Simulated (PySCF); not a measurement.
Below is a simulated gas-phase B 1s photoelectron spectrum of `BCBN` (CH7B2N).

Every computed line was given a Gaussian of 0.8 eV full width at half maximum and an area set by the number of equivalent atoms; the highest printed point is 100. The calculation used delta-SCF UKS SCAN, pcX-2 on the ionised atom, pcseg-1 elsewhere, spin-free X2C in PySCF 2.14.0.

```
binding energy (eV)  intensity
              194.5          0
              194.6          0
              194.7          1
              194.8          2
              194.9          5
              195.0         10
              195.1         18
              195.2         30
              195.3         45
              195.4         63
              195.5         80
              195.6         93
              195.7        100
              195.8         98
              195.9         89
              196.0         74
              196.1         56
              196.2         39
              196.3         25
              196.4         15
              196.5          8
              196.6          4
              196.7          2
              196.8          1
              196.9          0
```

**Question.** How many maxima does the curve show, and how many computed lines lie under it?

**Answer.** The curve has 1 maximum (at 195.7 eV). Under it lie 2 lines from 2 inequivalent boron sites. At this width some lines have no maximum of their own.

**Question.** Decompose the envelope and assign each component. Numbering: `[BH2:1][CH2:2][BH:3][NH2:4]`.

**Answer.** 
```
position (eV)  relative area  line  atoms             environment
       195.69              1  B 1s     B1  three-coordinate boron
       195.77              1  B 1s     B3  three-coordinate boron
```

**Question.** What are the centre and the root-mean-square width of the whole band?

**Answer.** The area-weighted mean of the lines is 195.73 eV. Their own spread about it is 0.04 eV (rms) and each Gaussian has σ = 0.8/2.355 = 0.34 eV; the variances add, which gives 0.34 eV.

**Question.** Above which line width would these two lines show one maximum?

**Answer.** Two equal Gaussians merge once their distance is under 2σ = FWHM/1.177. With 0.07 eV between them that is a full width over 0.08 eV.

The 2 B 1s values lie within 0.08 eV of each other; Gaussian lines of 0.5 eV full width would blend them into one maximum.

No satellites, vibrations or lifetime broadening are included. Spin contamination (⟨S²⟩ against 0.75 for a pure doublet) is marked for B 1s of B1 (0.86), which makes this value less certain. Geometry: PBE0-D3(BJ)/def2-SVP, one conformer, isolated molecule.

Shape of the structure used: `[BH2:1][CH2:2][BH:3][NH2:4]`: B1–C2–B3–N4 94°, H–N4–B3–C2 180°, H–N4–B3–C2 0°.
